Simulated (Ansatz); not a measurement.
Harmonic frequencies (cm⁻¹) at PBE0-D4/def2-TZVP from Ansatz: 5, 37, 72, 166, 241, 440, 551, 613, 730, 732, 956, 957, 985, 1126, 2219, 2220, 2223, 2693.

Each molecule was computed in one conformer, which needn't be the lowest.

**Question.** Which molecule is it?
A. `C[O][Al][Cl]`•
B. `[NH][SiH2]O`•
C. `[SiH3][O][Al][SH]`•
D. `C=C[SiH]O`•

**Answer.** C.
